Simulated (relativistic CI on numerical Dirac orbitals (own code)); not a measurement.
## Cs39+: q coefficients and field-shift factors

Calculated at this level of theory: Dirac-Coulomb-Breit CI, separate exchange-only KLI orbitals for each configuration, derivatives by finite differences, unscaled Slater integrals, QED left out (own radial code, finite nucleus).

CI space (outside the closed core [Ne]): 3s2 3p4, 3s 3p5, 3s2 3p3 3d, 3p6, 3s 3p4 3d, 3p5 3d, 3p4 3d2, 3p3 3d3. Double excitations out of closed p, d and f shells are left out; levels of such configurations are missing from the list, as are those of other unlisted configurations, and high levels can miss mixing partners.

With x = (α/α₀)² − 1 an excitation energy changes as ω = ω₀ + qx; K = 2q/ω₀ is the relative enhancement. Terms are leading LS components, so labels can repeat. The field-shift factor is F = δν/δ⟨r²⟩ for the transition from the lowest level.

Lowest level 3s2 3p4 3P_2.

| Level | ω₀ (cm⁻¹) | q (cm⁻¹) | K | F (GHz/fm²) |
| --- | --- | --- | --- | --- |
| 3s2 3p4 1S_0 | 119245 | 11240 | 0.189 | -1.86 |
| 3s2 3p4 3P_1 | 667330 | 766400 | 2.3 | -30.2 |
| 3s2 3p4 1D_2 | 727280 | 762700 | 2.1 | -30.2 |
| 3s2 3p3 3d 3F°_2 | 1290587 | 53530 | 0.083 | -6.09 |
| 3s2 3p3 3d 5D°_1 | 1321852 | 92050 | 0.139 | -40.3 |
| 3s2 3p3 3d 3F°_3 | 1333893 | 60850 | 0.0912 | 7.41 |
| 3s2 3p3 3d 3P°_0 | 1336221 | 60180 | 0.0901 | 6.38 |
| 3s2 3p4 3P_0 | 1443834 | 1.526e+06 | 2.11 | -69.1 |
| 3s2 3p3 3d 3P°_2 | 1447979 | 383800 | 0.53 | -250 |
| 3s2 3p3 3d 3F°_4 | 1470333 | 207000 | 0.282 | 8.6 |
| 3s2 3p3 3d 3D°_3 | 1615724 | 234500 | 0.29 | 6.6 |
| 3s2 3p3 3d 3P°_1 | 1648674 | 351800 | 0.427 | -135 |
| 3s 3p5 3P°_2 | 1683918 | 711800 | 0.845 | -581 |
| 3s2 3p3 3d 3D°_1 | 1778271 | 742300 | 0.835 | -516 |
| 3s2 3p3 3d 3F°_2 | 1920399 | 790700 | 0.823 | -19.4 |
| 3s2 3p3 3d 5D°_0 | 1924573 | 806900 | 0.839 | -49.3 |
| 3s2 3p3 3d 3D°_1 | 1931619 | 801600 | 0.83 | -93.6 |
| 3s2 3p3 3d 3F°_3 | 1961122 | 801000 | 0.817 | -17.7 |
| 3s2 3p3 3d 3G°_4 | 2018070 | 796100 | 0.789 | -17.7 |
| 3s2 3p3 3d 3D°_3 | 2072494 | 950700 | 0.917 | -16.6 |
| 3s2 3p3 3d 3F°_2 | 2078058 | 806200 | 0.776 | -33.1 |
| 3s2 3p3 3d 5D°_4 | 2084377 | 936000 | 0.898 | -16.1 |
| 3s2 3p3 3d 3P°_0 | 2123263 | 1.141e+06 | 1.07 | -295 |

At this charge energies of transitions that change n are usually good to better than 1 %, and those within a shell (Δn = 0) to a few per cent.
